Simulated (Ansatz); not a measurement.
Ansatz results at the PBE0-D4/def2-TZVP geometry: size of the dipole moment (PBE/def2-TZVPP) 0.61 D; ideal-gas entropy at 298 K and 1 bar (rigid rotor, harmonic PBE0-D4/def2-TZVP) 228 J/(mol·K); size of the dipole moment (B3LYP/def2-TZVPP) 0.83 D.

(1) Which molecule gave them?
A. `N#P`
B. `Nc1cccc(O)c1`
C. `BrC(Br)=C(Br)Br`
D. `F[S]`•

## Answers

(1) D. The others give `Nc1cccc(O)c1`: 1.06, 339, 1.13; `N#P`: 2.68, 211, 2.88; `BrC(Br)=C(Br)Br`: 0.00, 386, 0.00.

B3LYP here is the variant with VWN-RPA as its local correlation; programs differ in this.
